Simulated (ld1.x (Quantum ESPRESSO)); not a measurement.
Logarithmic derivatives: B, TM

B, norm-conserving Troullier–Martins (Kleinman–Bylander form), made with ld1.x (Quantum ESPRESSO) 7.5 (PBEsol, scalar-relativistic). Core [He], reference 2s2 2p1. Waves: 2s (bound): rc 1.70 bohr; 2p (bound): rc 3.20 bohr; 3d channel at -0.15 Ry: rc 3.25 bohr. Local part: all-electron potential smoothed inside 2.30 bohr (lloc = -1). Core correction: a·sin(br)/r model core inside 1.20 bohr.

The phase is arctan(r·u′/u) with u = r·R(r), unwrapped; energies in Ry, scanned from -3 to 5 Ry. A pole is an energy at which the radial function vanishes at the test radius. The pseudo phase is shifted by a multiple of π to meet the all-electron one at the reference energy, and phase errors are pseudo minus all-electron; the curves can meet again beyond the range given. Levels narrower than the energy grid can be missing from the lists of poles.

| channel | radius (bohr) | reference energy (Ry) | poles, all-electron | poles, pseudo | unbroken range about the reference energy with phases within 0.05 rad | phase error 1 Ry above the reference energy (rad) |
| --- | --- | --- | --- | --- | --- | --- |
| s | 3.57 | -0.69 | -0.55, 2.35 | -0.55, 2.40 | below 3.9 | +0.005 |
| p | 3.57 | -0.26 | -0.07, 2.39 | -0.07, 2.76 | below 0.6 | +0.096 |
| d | 3.57 | -0.15 | 1.62, 4.98 | 1.64 | below 2.6 | +0.006 |

Phases in the p channel:

```
E (Ry)  all-electron  pseudo
 -3.00         1.405   1.405
 -2.52         1.389   1.389
 -2.04         1.366   1.366
 -1.56         1.332   1.332
 -1.08         1.268   1.268
 -0.60         1.050   1.052
 -0.12        -1.493  -1.491
  0.36        -1.878  -1.862
  0.84        -2.544  -2.371
  1.32        -4.243  -4.047
  1.80        -4.577  -4.506
  2.28        -4.694  -4.640
  2.76        -4.772  -4.713
  3.24        -4.858  -4.769
  3.72        -5.030  -4.829
  4.20        -6.039  -4.920
  4.68        -7.493  -5.150
```
